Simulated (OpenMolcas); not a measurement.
## Hf2+: terms and fine structure

```yaml
Program: OpenMolcas
Method: "SS-CASPT2, IPEA 0.25 Eh, imaginary shift 0.1 Eh (closed shells correlated: 5s 5p)"
Basis: ANO-RCC-VTZP [8s7p5d3f2g1h]
Scalar_Hamiltonian: DKH2, point nucleus
Active_space: 2 electrons in 6 orbitals (5d 6s)
State_averaging: 2S+1 = 3 even, 15 roots; 2S+1 = 1 even, 21 roots
Spin-orbit_coupling: RASSI with atomic mean-field integrals over the reference wave functions, term energies averaged over their components
```

With spin-orbit coupling, above the lowest level:

| Configuration | Term | J | E (cm⁻¹) | Term weight % | Second |
| --- | --- | --- | --- | --- | --- |
| 5d² | ³F | 2 | 0.0 | 77 | 22 ¹D |
| 5d² | ³F | 3 | 3700 | 100 |  |
| 5d 6s | ³D | 1 | 3720 | 100 |  |
| 5d 6s | ³D | 2 | 3900 | 43 | 39 5d² ¹D |
| 5d 6s | ³D | 2 | 6250 | 55 | 35 5d² ¹D |
| 5d² | ³F | 4 | 6720 | 96 | 4 ¹G |
| 5d 6s | ³D | 3 | 7890 | 100 |  |
| 5d² | ³P | 0 | 9460 | 72 | 26 6s² ¹S |
| 5d² | ³P | 1 | 12030 | 100 |  |
| 5d² | ³P | 2 | 13650 | 88 | 7 5d 6s ¹D |
| 6s² | ¹S | 0 | 13740 | 74 | 25 5d² ³P |
| 5d² | ¹G | 4 | 15620 | 96 | 4 ³F |
| 5d 6s | ¹D | 2 | 19190 | 90 | 8 5d² ³P |
| 5d² | ¹S | 0 | 31670 | 97 | 3 ³P |

Spin-orbit coupling puts the lowest level 4289 cm⁻¹ below the lowest spin-free term.

For ³F the intervals divided by the larger J are 1233.3, 754.2 cm-1. Landé's interval rule makes them equal in pure LS coupling; they differ by 48 % of their mean. The multiplet is regular.

Term energies are means over components that CASPT2 splits; among the terms shown or strongly mixed into the levels shown the widest spread is 420 cm-1 (5d² ¹G). Over all roots computed the reference weight is 0.91 to 0.96; the roots of lowest weight are the least certain, and an intruder state may touch them. Configurations are named by rounded mean occupations; where the s occupation lies near a half they are strongly mixed, a name can repeat and a true partner stay unpaired. A single d shell beside an s shell can misplace configurations of different d count against each other. Only configurations of the active space appear.

The term weight is that of the spin-free term in the level, not the purity of its configuration.
